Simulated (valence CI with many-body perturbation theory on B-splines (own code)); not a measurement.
## K4+: calculated level list

Level of theory: valence CI with perturbative core correlation (CI+MBPT): five valence electrons over a frozen Dirac-Fock core [Ne], radial functions for each j: 11 s, 11 p, 10 d, 8 f, 5 g, 2 h, with the one-electron correlation potential Σ1 (screened to all orders), the two-electron term Σ2, the three-electron term Σ3, Breit, model QED; selected single and double excitations, second order for the rest, scaled by the run's own slope (own B-spline code, finite nucleus).

Set against measurement, 33 paired levels are off by 288 cm⁻¹ on average, the worst by 1156. These come from a selection out of Sansonetti, J. Phys. Chem. Ref. Data 37, 7 (2008). Levels without a partner in it may be off by more. Among the levels kept, up to 3400 cm⁻¹ of a level comes from second order outside the variational space, and about a tenth of that is noise between levels of different J, which matters for small intervals. 5 measured levels below the end of the list, from 206720 cm⁻¹ on, found no clear computed partner, and computed levels of the same name lie up to 6871 cm⁻¹ from them.

Levels 46 to 90 of 175, with energies above the lowest level, 3s2 3p3 4S°_3/2. "Leading %" is the weight of the configuration and term that name the level; weights of strongly mixed levels are sums over their largest components and can fall short. In the jj column 3d3/2^4 stands for four electrons in 3d with j = 3/2. Lifetimes count E1, E2, E3, M1 and M2 decay at the calculated energies, and are blank where another channel may lead or the interval is too uncertain; long ones can be off by a factor of two.

```tsv
No.	Configuration	Term	J	E (cm⁻¹)	Leading %	Lifetime	Leading jj	g
46	3s 3p3 3d	6D°	9/2	305090	98		3s 3p1/2 3p3/2^2 3d5/2 (55 %)	1.556
47	3p5	2P°	3/2	319230	51	598 ps	3p1/2^2 3p3/2^3 (51 %)	1.334
48	3p5	2P°	1/2	321400	51	609 ps	3p1/2 3p3/2^4 (51 %)	0.665
49	3s 3p3 3d	4D°	7/2	334060	91	9.96 ns	3s 3p1/2 3p3/2^2 3d5/2 (54 %)	1.429
50	3s 3p3 3d	4D°	5/2	334130	91	9.06 ns	3s 3p1/2 3p3/2^2 3d3/2 (24 %)	1.370
51	3s 3p3 3d	4D°	3/2	334240	91	8.65 ns	3s 3p1/2 3p3/2^2 3d3/2 (31 %)	1.198
52	3s 3p3 3d	4D°	1/2	334330	91	8.48 ns	3s 3p1/2 3p3/2^2 3d5/2 (47 %)	-0.002
53	3s2 3p2 4s	4P	1/2	336510	93	192 ps	3s^2 3p1/2^2 4s (50 %)	2.658
54	3s2 3p2 4s	4P	3/2	337530	93	193 ps	3s^2 3p1/2 3p3/2 4s (87 %)	1.732
55	3s2 3p2 4s	4P	5/2	339070	93	196 ps	3s^2 3p3/2^2 4s (56 %)	1.599
56	3s 3p3 3d	4F°	3/2	340900	86	3.61 ns	3s 3p1/2 3p3/2^2 3d3/2 (43 %)	0.401
57	3s 3p3 3d	4F°	5/2	341210	86	3.67 ns	3s 3p1/2 3p3/2^2 3d3/2 (42 %)	1.030
58	3s 3p3 3d	4F°	7/2	341620	86	3.74 ns	3s 3p1/2 3p3/2^2 3d3/2 (32 %)	1.239
59	3s 3p3 3d	4F°	9/2	342120	86	3.86 ns	3s 3p1/2 3p3/2^2 3d5/2 (61 %)	1.334
60	3s2 3p2 4s	2P	1/2	343670	92	58.1 ps	3s^2 3p1/2 3p3/2 4s (68 %)	0.678
61	3s2 3p2 4s	2P	3/2	345490	91	58.3 ps	3s^2 3p1/2 3p3/2 4s (47 %)	1.330
62	3s 3p3 3d	2S°	1/2	356240	79	2.23 ns	3s 3p1/2 3p3/2^2 3d5/2 (47 %)	2.003
63	3s2 3p2 4s	2D	5/2	357060	93	105 ps	3s^2 3p1/2 3p3/2 4s (55 %)	1.202
64	3s2 3p2 4s	2D	3/2	357100	92	103 ps	3s^2 3p1/2 3p3/2 4s (52 %)	0.806
65	3s 3p3 3d	4G°	5/2	359300	89	1.24 ns	3s 3p1/2 3p3/2^2 3d3/2 (39 %)	0.571
66	3s 3p3 3d	4G°	7/2	359390	89	1.25 ns	3s 3p1/2 3p3/2^2 3d3/2 (41 %)	0.985
67	3s 3p3 3d	4G°	9/2	359510	90	1.26 ns	3s 3p1/2 3p3/2^2 3d5/2 (39 %)	1.172
68	3s 3p3 3d	4G°	11/2	359660	90	1.29 ns	3s 3p1/2 3p3/2^2 3d5/2 (90 %)	1.273
69	3s 3p3 3d	2G°	7/2	373450	83	2.88 ns	3s 3p1/2 3p3/2^2 3d5/2 (35 %)	0.889
70	3s 3p3 3d	2G°	9/2	373490	83	2.97 ns	3s 3p1/2 3p3/2^2 3d3/2 (45 %)	1.112
71	3s2 3p2 4p	2S°	1/2	375250	90	397 ps	3s^2 3p3/2^2 4p3/2 (25 %)	1.991
72	3s2 3p2 4p	4D°	1/2	376750	45	214 ps	3s^2 3p1/2^2 4p1/2 (18 %)	0.012
73	3s 3p3 3d	4D°	3/2	377250	46	214 ps	3s^2 3p1/2 3p3/2 4p1/2 (27 %)	1.200
74	3s 3p3 3d	4D°	5/2	378100	47	215 ps	3s^2 3p1/2 3p3/2 4p3/2 (28 %)	1.371
75	3s 3p3 3d	4D°	7/2	379290	49	214 ps	3s^2 3p3/2^2 4p3/2 (25 %)	1.428
76	3s 3p3 3d	4P°	1/2	380010	73	400 ps	3s 3p1/2^2 3p3/2 3d3/2 (36 %)	2.661
77	3s 3p3 3d	4P°	3/2	380350	71	358 ps	3s 3p1/2^2 3p3/2 3d3/2 (18 %)	1.714
78	3s 3p3 3d	4P°	5/2	381060	58	324 ps	3s 3p1/2 3p3/2^2 3d5/2 (44 %)	1.538
79	3s2 3p2 4s	2S	1/2	381180	91	94.1 ps	3s^2 3p3/2^2 4s (66 %)	2.002
80	3s 3p3 3d	2D°	3/2	382170	63	481 ps	3s 3p1/2 3p3/2^2 3d3/2 (20 %)	0.826
81	3s 3p3 3d	2D°	5/2	382680	49	438 ps	3s 3p3/2^3 3d5/2 (34 %)	1.262
82	3s2 3p2 4p	4D°	1/2	383660	46	546 ps	3s^2 3p1/2^2 4p1/2 (22 %)	0.018
83	3s2 3p2 4p	4D°	3/2	384250	45	527 ps	3s^2 3p1/2 3p3/2 4p1/2 (27 %)	1.209
84	3s2 3p2 4p	4D°	5/2	385160	45	502 ps	3s^2 3p1/2 3p3/2 4p3/2 (35 %)	1.366
85	3s 3p3 3d	4F°	9/2	385280	94	435 ps	3s 3p1/2^2 3p3/2 3d5/2 (46 %)	1.333
86	3s2 3p2 4p	4P°	3/2	385340	42	183 ps	3s^2 3p1/2 3p3/2 4p1/2 (30 %)	1.391
87	3s2 3p2 4p	4P°	1/2	385510	75	149 ps	3s^2 3p1/2 3p3/2 4p1/2 (37 %)	2.650
88	3s 3p3 3d	4F°	7/2	385600	91	434 ps	3s 3p1/2 3p3/2^2 3d5/2 (35 %)	1.245
89	3s 3p3 3d	4F°	5/2	385920	66	249 ps	3s 3p1/2 3p3/2^2 3d3/2 (25 %)	1.174
90	3s2 3p2 4p	4P°	5/2	385970	37	170 ps	3s^2 3p1/2 3p3/2 4p1/2 (20 %)	1.357
```

Names give the largest LS component (configuration and term), which can be under half, so a name can repeat, a term be missing and a line seem to break the LS rules; names also repeat where a configuration has a term twice.

Where two levels of one J and parity lie close, their mixing, g and order are uncertain.
